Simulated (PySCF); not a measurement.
Compound: C3H6BF2N.
Z-matrix (Å and degrees, PBE0-D3(BJ)/def2-SVP geometry), rows numbered from 1:
```
C 
N   1  1.2621
C   2  1.4426  1  118.51
C   3  1.5255  2  109.51  1   121.03
B   4  1.5620  3  113.45  2   -64.48
F   5  1.3198  4  122.14  3   159.57
F   5  1.3234  4  121.72  3   -22.26
H   1  1.1088  2  123.40  3     0.68
H   1  1.0997  2  119.55  3  -179.00
H   3  1.1100  2  112.40  1    -1.87
H   3  1.1029  2  107.70  1  -119.96
H   4  1.1019  3  110.44  2    58.45
H   4  1.1058  3  110.33  2   175.08
```

Jobs on this species (13 atoms, 54 electrons) with PySCF (density fitting). Hardware of each: one thread, Arm Neoverse V2 (aarch64), no GPU, on a shared host. The host was shared with other jobs, so the times are rough. Peak memory is the resident size of the whole Python process, interpreter and libraries included.

```tsv
level and settings	work	basis functions	SCF cycles	wall time	peak memory
delta-SCF UKS PBE, pcX-2 on the ionised atom, pcseg-1 elsewhere, spin-free X2C	ΔSCF core ionisation, 6 holes	159	?	?	?
delta-SCF UKS SCAN, pcX-1 on the ionised atom, pcseg-1 elsewhere, spin-free X2C	ΔSCF core ionisation, 6 holes	138	?	?	?
delta-SCF UKS PBE0, pcX-2 on the ionised atom, pcseg-1 elsewhere, spin-free X2C	ΔSCF core ionisation, 6 holes	159	100	59 s	0.63 GiB
delta-SCF UKS HF, pcX-2 on the ionised atom, pcseg-1 elsewhere, spin-free X2C	ΔSCF core ionisation, 6 holes	159	98	37 s	0.59 GiB
delta-SCF UKS SCAN, pcX-2 on the ionised atom, pcseg-1 elsewhere, spin-free X2C	ΔSCF core ionisation, 6 holes	159	128	59 s	0.59 GiB
delta-SCF UKS SCAN, def2-TZVP on the ionised atom, pcseg-1 elsewhere, spin-free X2C	ΔSCF core ionisation, 6 holes	145	124	53 s	0.52 GiB
PBE0-D3(BJ)/def2-SVP, grid level 1	geometry optimisation from a GFN2-xTB start shaken at random	128	116	1.9 min	0.50 GiB
delta-SCF UKS B3LYP, pcX-2 on the ionised atom, pcseg-1 elsewhere, spin-free X2C	ΔSCF core ionisation, 6 holes	159	99	60 s	0.63 GiB
delta-SCF UKS SCAN, pcX-2 on the ionised atom, pcseg-1 elsewhere, non-relativistic	ΔSCF core ionisation, 6 holes	159	133	57 s	0.59 GiB
```

Problem. Fill in the missing figures.

Solution. 
- delta-SCF UKS PBE, pcX-2 on the ionised atom, pcseg-1 elsewhere, spin-free X2C; ΔSCF core ionisation, 6 holes: 37 s, 0.59 GiB, 139 SCF cycles
- delta-SCF UKS SCAN, pcX-1 on the ionised atom, pcseg-1 elsewhere, spin-free X2C; ΔSCF core ionisation, 6 holes: 47 s, 0.48 GiB, 124 SCF cycles

Problem. What do all jobs in the table cost together?

Solution. About 8.7 min; the longest takes about 22 % of that, and about 3.1 times as long as the shortest.
